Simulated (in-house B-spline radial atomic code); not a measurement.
# The iron ion Fe⁶⁺: [Ar] 3d2 (with a hole in an inner shell)

Method: Dirac-Hartree-Fock, average of configuration, Fermi nucleus of rms radius 3.7377 fm. Calculated with a radial B-spline atomic code at the basis-set limit.

Effective charges: Z_r = [3n² - l(l+1)]/(2<r>) from the radius, Z_e = n√(-2ε) from the energy, and Slater's rules. Values are occupation-weighted means over j.

```json
{"shell": "1s", "electrons": "2", "ε (eV)": "-7295.1", "<r> (bohr)": "0.05843", "Z_r": "25.67", "Z_e": "23.16", "Slater": "25.70"}
{"shell": "2s", "electrons": "2", "ε (eV)": "-1002.6", "<r> (bohr)": "0.2649", "Z_r": "22.65", "Z_e": "17.17", "Slater": "21.85"}
{"shell": "2p", "electrons": "6", "ε (eV)": "-867.98", "<r> (bohr)": "0.2345", "Z_r": "21.32", "Z_e": "15.97", "Slater": "21.85"}
{"shell": "3s", "electrons": "2", "ε (eV)": "-223.36", "<r> (bohr)": "0.7715", "Z_r": "17.50", "Z_e": "12.16", "Slater": "14.75"}
{"shell": "3p", "electrons": "6", "ε (eV)": "-180.48", "<r> (bohr)": "0.797", "Z_r": "15.68", "Z_e": "10.93", "Slater": "14.75"}
{"shell": "3d", "electrons": "2", "ε (eV)": "-123.75", "<r> (bohr)": "0.8194", "Z_r": "12.81", "Z_e": "9.05", "Slater": "7.65"}
```

The least bound orbital is 3d5/2 at -123.7 eV, and it is also the most diffuse (<r> = 0.8202 bohr).

Spin-orbit splittings of the orbital energies (j = l + 1/2 above j = l - 1/2 when positive): 2p 12.67 eV, 3p 1.867 eV, 3d 0.2245 eV.

For the 1s electron the small component carries 0.875 % of the norm, the zero-frequency Breit interaction raises the level by 8.39 eV, self-energy by 4.122 eV, and vacuum polarisation lowers it by 0.3513 eV.

The density falls to 0.001 bohr⁻³ at 2.165 bohr; Σ<r²> = 7.969 bohr² gives, by the non-relativistic formula and without the paramagnetism of open shells, a Langevin diamagnetic susceptibility of -6.311×10⁻⁶ cm³/mol.
